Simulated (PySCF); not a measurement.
SiF2I2, SMILES F[Si](F)(I)I. The structure is a stationary point at B3LYP-D3(BJ)/def2-SVP. The def2 effective core potentials stand for the cores of I; spin–orbit coupling is left out.

Level of theory: B3LYP-D3(BJ)/def2-SVP run with PySCF.

Harmonic wavenumbers (cm⁻¹): 83, 162, 197, 212, 220, 363, 477, 878, 967. Rotational constants (GHz): 1.918, 0.4559, 0.4058; symmetry number 2.

Work out the zero-point energy and the ideal-gas rigid-rotor harmonic-oscillator thermochemistry at 298.15 K and 1 atm.

ZPE = ½ Σ hcν = ½ × 3559 cm⁻¹ = 5.09 kcal/mol. H − E(el) = 9.79 kcal/mol. Entropy in cal/(mol K): translation 43.18, rotation 29.81, vibration 14.58, total 87.57. G − E(el) = -16.32 kcal/mol. Cp = 21.07 cal/(mol K). Modes under 150 cm⁻¹ make the vibrational entropy uncertain.
